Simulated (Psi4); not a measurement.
## Worked example: ideal-gas entropy of C2H6OSi (SMILES CC[Si]O)

A singlet with charge 0, relaxed at PBE0-D4/def2-TZVP (density fitting) (Psi4 1.11):

```xyz
10

C     0.3297    1.0078   -0.3832
C    -0.4578    0.1702    0.6133
Si    0.1023   -1.6209    0.9918
O     1.4325   -1.7846    0.0222
H     0.3458    0.5456   -1.3757
H    -0.0923    2.0078   -0.5113
H     1.3681    1.1449   -0.0642
H    -0.5109    0.6706    1.5918
H    -1.5116    0.0844    0.3080
H     1.6969   -1.0384   -0.5265
```

Harmonic wavenumbers in cm⁻¹: 73, 203, 214, 389, 477, 583, 606, 831, 882, 915, 961, 1048, 1238, 1245, 1398, 1422, 1496, 1504, 3003, 3031, 3034, 3095, 3103, 3822.

Masses in u: C 12.011, Si 28.085, O 15.999, H 1.008. Take T = 298.15 K, p = 1 bar, R = 8.3145 J/(mol K), kT/hc = 207.22 cm⁻¹, rigid rotor and harmonic oscillator.

Task: Work out S° at 298 K.

Result: 
1. Translation (Sackur–Tetrode): S = R[3/2 ln M + 5/2 ln T − 1.1517] with M = 74.154 gives 162.6 J/(mol K).
2. Rotation: principal moments 49.448, 117.320, 160.601 u Å² give A, B, C = 0.3409, 0.1437, 0.105 cm⁻¹; the symmetry number is σ = 1; q = (√π/σ)√((kT/hc)³/ABC) = 73720; S = R(ln q + 3/2) = 105.7.
3. Vibration: with u = ν̃/207.22, each mode gives R[u/(eᵘ − 1) − ln(1 − e⁻ᵘ)]; the sum is 48.6, most from 73 cm⁻¹ (17.0), 203 cm⁻¹ (8.8), 214 cm⁻¹ (8.4).
4. Spin: R ln 1 = 0.0.
5. Sum: 162.6 + 105.7 + 48.6 + 0.0 = 316.9 J/(mol K).

No measured value is set beside it here. Where a soft mode is a torsion, a harmonic oscillator describes it poorly.
